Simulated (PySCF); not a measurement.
## A series of derivatives of [SiH3][SiH3]

Parent skeleton `[SiH3:1][SiH3:2]`; one hydrogen on atom 1 is replaced by X. Hydrogens on one atom are averaged.

Computed data (PySCF): geometry: PBE0-D3(BJ)/def2-SVP, NMR shieldings at PBE0/pcSseg-1/GIAO. Rapidly exchanging positions averaged, no solvent model, no relativistic terms, one computed conformer.

Referencing at the same level of theory: TMS for 29Si (351.99 ppm), 1H (31.27 ppm).

Parent (X = H): Si1 -107.7, Si2 -107.7, H(Si1) 3.57, H(Si2) 3.57 ppm. Effects are Δδ = δ(X) − δ(H), positive for deshielding.

Task: Give Δδ (ppm) for X = iPr, CH3, CHO, Cl, C(S)CH3, BF2, cPent, CH2CN, BCl2.

Result: 
| X | SMILES | Si1 | Si2 | H(Si1) | H(Si2) |
| --- | --- | --- | --- | --- | --- |
| iPr | CC(C)[SiH2][SiH3] | +51.4 | -8.4 | +0.35 | -0.09 |
| CH3 | C[SiH2][SiH3] | +36.0 | +2.0 | +0.39 | -0.08 |
| CHO | O=C[SiH2][SiH3] | +29.1 | -11.6 | +0.66 | +0.00 |
| Cl | [SiH3][SiH2]Cl | +86.9 | +10.4 | +1.69 | +0.15 |
| C(S)CH3 | CC(=S)[SiH2][SiH3] | +39.3 | +11.5 | +1.13 | -0.06 |
| BF2 | FB(F)[SiH2][SiH3] | -15.5 | +1.5 | -0.26 | +0.09 |
| cPent | [SiH3][SiH2]C1CCCC1 | +42.5 | -8.4 | +0.45 | -0.13 |
| CH2CN | N#CC[SiH2][SiH3] | +44.7 | -0.8 | +0.54 | +0.12 |
| BCl2 | [SiH3][SiH2]B(Cl)Cl | +9.4 | +4.5 | +0.14 | +0.09 |

Task: Which position responds most, and to which substituents?

Result: Si1: from -15.5 ppm with BF2 to +86.9 ppm with Cl.
